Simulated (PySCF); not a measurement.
**Polarisability and C₆ of Ir (iridium, neutral)**

[Xe] 4f14 5d7 6s2, high-spin 4F determinant. Calculation: PySCF 2.14, in aug-cc-pVTZ-PP with ECP60MDF; a scalar-relativistic core potential. Coupled (time-dependent) response in atomic units; α is the mean over directions.

```tsv
method	mean α (bohr³)	C₆ (like pair)	S(−4)
BHandHLYP	51.46	561.7	985.4
M06-L	52.22	588.1	952.6
```

S(−4) is the Cauchy moment in α(ω) = α(0) + S(−4) ω² + …

Reference α: 54 ± 7 bohr³ (recommended; Schwerdtfeger and Nagle, table of static dipole polarizabilities (2023 update)). Published C₆: 522.0 (Gould and Bucko (2016)).

Spin-orbit coupling is absent.

α(iu) at M06-L:

```
u (hartree)  α(iu) (bohr³)
          0          52.22
     0.0500          49.97
      0.100          44.55
      0.200          32.43
      0.300          23.73
      0.500          14.49
      0.750          9.322
       1.00          6.664
       1.50          4.002
       2.00          2.701
       3.00          1.471
       5.00         0.6252
```

A single London oscillator, α(iu) = α/(1 + u²/ω²), gives C₆ = (3/4) ω α². Matching the computed C₆ needs ω = 4 × 588.1 / (3 × 52.22²) = 0.288 hartree.

Energies and moments cover only the electrons outside the core potential. Spin-orbit coupling, absent here, splits the open shell strongly.
